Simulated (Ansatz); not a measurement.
Consider the cleavage of the B–Ga bond: `[BH2][GaH][SiH3]` + `[SiH3][SiH2][SeH]` → `B[Se][SiH2][SiH3]` + `[SiH3][GaH2]`.

Calculated with Ansatz (gas phase, PBE0-D4/def2-TZVP geometries, no zero-point term in ΔE). CCSD(T)/CBS is the MP2 limit (def2-TZVPP, def2-QZVPP) plus CCSD(T) − MP2 in def2-TZVPP, frozen cores. Functionals use def2-TZVPP. B3LYP here is the variant with VWN-RPA as its local correlation; programs differ in this. For Ga, Se outer-core shells are correlated without core-valence functions, which leaves a few kJ/mol of doubt a bond. Scalar relativity is left out up to krypton. Each species was taken in one conformer, which may not be the lowest.

Task: Is it downhill or uphill in electronic energy at CCSD(T)/CBS, and by how much? (Estimate.)

Result: The calculation gave: Downhill: ΔE = -96.3 kJ/mol.

Task: What do these levels give: PBE-D4, B97M-V, CAM-B3LYP-D4, revPBE, r2SCAN, PBE0, B3LYP, r2SCAN0, CCSD(T)/def2-SVP, HF/def2-TZVPP, SCS-MP2/def2-QZVPP, CCSD/CBS(def2)? (An estimate is asked.)

Result: Computed: PBE-D4 -95.3, B97M-V -100.3, CAM-B3LYP-D4 -95.5, revPBE -89.6, r2SCAN -95.7, PBE0 -94.0, B3LYP -91.3, r2SCAN0 -97.0, CCSD(T)/def2-SVP -105.5, HF/def2-TZVPP -93.0, SCS-MP2/def2-QZVPP -100.9, CCSD/CBS(def2) -93.1 kJ/mol.

Largest T1 diagnostic among the species: 0.014.

The D4 term adds −4.6 kJ/mol with B3LYP and −2.4 kJ/mol with PBE0; it sums over pairs of atoms, weighted by their polarisabilities, and B3LYP, whose exchange is more repulsive, gets the larger term. At CCSD(T), def2-SVP lies −9.2 kJ/mol from the extrapolated value and def2-TZVPP −2.1 kJ/mol.
